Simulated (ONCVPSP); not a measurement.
An all-electron radial function and its pseudo partner (nickel)

Columns: radius, all-electron u(r) and pseudo u(r) of the 3s shell (level -130.75 eV) of nickel in the configuration [Ne] 3s2 3p6 3d8; PBE, scalar-relativistic, ONCV scheme, ONCVPSP 4.0.1.

```json
{"r (bohr)": "0.075", "all-electron": "-0.0592", "pseudo": "0.0363"}
{"r (bohr)": "0.150", "all-electron": "-0.6688", "pseudo": "0.1199"}
{"r (bohr)": "0.225", "all-electron": "-0.5152", "pseudo": "0.2767"}
{"r (bohr)": "0.300", "all-electron": "-0.0003", "pseudo": "0.5030"}
{"r (bohr)": "0.375", "all-electron": "0.5325", "pseudo": "0.7631"}
{"r (bohr)": "0.450", "all-electron": "0.9363", "pseudo": "1.0076"}
{"r (bohr)": "0.525", "all-electron": "1.1799", "pseudo": "1.1918"}
{"r (bohr)": "0.600", "all-electron": "1.2859", "pseudo": "1.2862"}
{"r (bohr)": "0.675", "all-electron": "1.2898", "pseudo": "1.2895"}
{"r (bohr)": "0.750", "all-electron": "1.2277", "pseudo": "1.2275"}
{"r (bohr)": "0.825", "all-electron": "1.1278", "pseudo": "1.1275"}
{"r (bohr)": "0.900", "all-electron": "1.0100", "pseudo": "1.0098"}
{"r (bohr)": "0.975", "all-electron": "0.8877", "pseudo": "0.8875"}
{"r (bohr)": "1.050", "all-electron": "0.7693", "pseudo": "0.7691"}
{"r (bohr)": "1.125", "all-electron": "0.6593", "pseudo": "0.6592"}
{"r (bohr)": "1.200", "all-electron": "0.5602", "pseudo": "0.5601"}
{"r (bohr)": "1.275", "all-electron": "0.4727", "pseudo": "0.4726"}
{"r (bohr)": "1.350", "all-electron": "0.3965", "pseudo": "0.3964"}
{"r (bohr)": "1.425", "all-electron": "0.3310", "pseudo": "0.3309"}
{"r (bohr)": "1.500", "all-electron": "0.2752", "pseudo": "0.2751"}
{"r (bohr)": "1.575", "all-electron": "0.2281", "pseudo": "0.2280"}
{"r (bohr)": "1.650", "all-electron": "0.1884", "pseudo": "0.1883"}
{"r (bohr)": "1.725", "all-electron": "0.1552", "pseudo": "0.1552"}
{"r (bohr)": "1.800", "all-electron": "0.1276", "pseudo": "0.1276"}
{"r (bohr)": "1.875", "all-electron": "0.1047", "pseudo": "0.1047"}
{"r (bohr)": "1.950", "all-electron": "0.0857", "pseudo": "0.0857"}
```

How many radial nodes do the two functions have?

The all-electron 3s function has n − l − 1 = 2 (the table is too coarse to show those close to the nucleus); the pseudo-wave has 0, since the states of the same l below it are removed with the core.

At about which radius was the pseudo-wave matched?

0.70 bohr. The columns agree to 0.0005 from 0.60 bohr on; several derivatives are matched, so the curves merge somewhat inside the radius.

Is the pseudo-wave norm-conserving?

Yes: the ONCV scheme keeps the norm inside the radius equal to the all-electron one, which fixes the energy derivative of the logarithmic derivative at the level.
